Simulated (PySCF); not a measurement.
Vertical excitations of a molecule C2H5O, multiplicity 2 from TDA-PBE/def2-SVPD run with PySCF, as energy in eV (oscillator strength): 3.16 (0.001), 4.11 (0.002), 4.72 (0.011), 5.40 (0.037), 5.80 (0.001), 6.10 (0.003), 6.39 (0.009), 6.66 (0.011), 6.87 (0.003), 6.93 (0.059). Coordinates come from a PBE0-D3(BJ)/def2-TZVP optimisation. One conformer was computed; it need not be the lowest.

Task: Pick the molecule that these values belong to.
(A) C[CH]O
(B) CC[O]
(C) [CH2]OC
(D) [CH2]CO

Result: A, C[CH]O
